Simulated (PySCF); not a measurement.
Species: C5H9F3NP.
Atom-mapped SMILES: `[CH3:1]/[CH:2]=[CH:3]/[P:4]([NH:5][CH3:6])[C:7]([F:8])([F:9])[F:10]` (hydrogens: H11, H12, H13 on C1; H14 on C2; H15 on C3; H16 on N5; H17, H18, H19 on C6)

Cartesian coordinates in Å at the PBE0-D3(BJ)/def2-SVP level; atoms count from 1:
```
atom  x, y, z in Å
C1     3.2513    0.2383   -0.0712
C2     1.7903    0.2787    0.2234
C3     0.9786   -0.7853    0.2495
P4    -0.7702   -0.7338    0.7213
N5    -1.1846    0.8546    0.2945
C6    -2.4160    1.4451    0.7725
C7    -1.4131   -1.6832   -0.7920
F8    -0.9379   -2.9331   -0.8257
F9    -2.7499   -1.7525   -0.7512
F10   -1.0918   -1.1002   -1.9562
H11    3.4955    0.8733   -0.9391
H12    3.6010   -0.7828   -0.2806
H13    3.8331    0.6361    0.7774
H14    1.3560    1.2633    0.4410
H15    1.3785   -1.7892    0.0574
H16   -0.9165    1.1382   -0.6459
H17   -3.3028    1.1748    0.1704
H18   -2.6027    1.1102    1.8037
H19   -2.3332    2.5433    0.7907
```

Theory: PySCF, TDDFT wB97X-D/def2-SVPD, vertical, gas phase, core orbitals frozen in the response.

Ground-to-excited transition dipoles (e·a0, same axes as the geometry; the sign carries no meaning), for the states with f of 0.002 or more among the lowest 7:

| state | E (eV) | μx | μy | μz |
| --- | --- | --- | --- | --- |
| S1 | 5.989 | -0.963 | -0.136 | 0.153 |
| S2 | 6.251 | 1.101 | 0.549 | -0.067 |
| S3 | 6.454 | 0.052 | -0.466 | -0.134 |
| S4 | 6.741 | 0.373 | 0.209 | -0.002 |
| S5 | 7.038 | 0.055 | -0.128 | 0.174 |
| S6 | 7.330 | 0.476 | 0.124 | -0.070 |
| S7 | 7.492 | -0.573 | -0.457 | -0.150 |

Work out the oscillator strengths.

f = (2/3) ΔE |μ|² with ΔE in hartree (27.2114 eV).

```csv
state,|μ|² (au),|μ| (D),f
S1,0.969,2.50,0.142
S2,1.517,3.13,0.232
S3,0.238,1.24,0.038
S4,0.183,1.09,0.030
S5,0.049,0.57,0.009
S6,0.247,1.26,0.044
S7,0.560,1.90,0.103
```

What angle do the transition dipoles of S3 and S7 make?

|cos θ| = |μa·μb| / (|μa| |μb|) = 0.56, so θ ≈ 56° (taken between 0 and 90°, since the signs are arbitrary).

How is the summed strength of these states shared among x, y and z?

(2/3) Σ ΔE μα² gives 0.446 for x, 0.134 for y and 0.017 for z, 0.598 in all.

What peak molar absorption coefficient would the strongest computed level give as a lone Gaussian band 0.4 eV wide at half height?

ε(max) = 2.175×10⁸ f / FWHM, with the width in cm⁻¹. S2: 2.175×10⁸ × 0.2323 / 3226 ≈ 16000 L mol⁻¹ cm⁻¹.

All these states lie below the vertical ionisation energy of 8.79 eV (ΔSCF).

The run took 7.0 min on one thread, Arm Neoverse V1 (aarch64), shared host with 32 logical CPUs at a one-minute load of 26, and the process peaked at 1.4 GiB of memory.

One conformer stands for the species.
